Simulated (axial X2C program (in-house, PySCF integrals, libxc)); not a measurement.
Which molecule has these constants?

Calculated with an axial X2C code built on PySCF integrals, spin-free (one-electron X2C) or two-component (2c: spin–orbit coupling with atomic mean-field Coulomb and Gaunt terms, which also bring small scalar terms), in Dyall basis sets with cores contracted in-house; open shells are unrestricted.

A two-component PBE0 calculation in a Dyall 3-zeta basis gave Re = 2.975 Å, ωe = 175.6 cm⁻¹, De = 0.91 eV, dipole magnitude 6.16 D, Ω = 1.

Question: Which molecule is it?
A. BiH
B. KBi
C. LiBi
D. NaBi

Answer: D. The others have LiBi 2.650 Å and 355.2 cm⁻¹ (Ω = 1); BiH 1.816 Å and 1693.3 cm⁻¹ (Ω = 0); KBi 3.323 Å and 126.1 cm⁻¹ (Ω = 1).

Each entry is the lowest single determinant of a limited PBE0 search at one distance. De goes to single-determinant-based atoms at the same level (for ions the charge split of lowest energy) and is withheld (n/a) where an atom does not fit its ground term or J level. Main or longest-lived isotopes. One determinant is a doubtful description, or other states lie close, for NaBi, LiBi, BiH, KBi; these need not be ground states, and all values refer to the states named. Some open-shell Ω = 0 determinants are out of reach, so the Ω given for NaBi, LiBi, KBi need not be the lowest component. With several unpaired electrons the Ω given is that of one determinant, not necessarily of the lowest component. The functionals have no current term, which raises determinants with orbital currents.
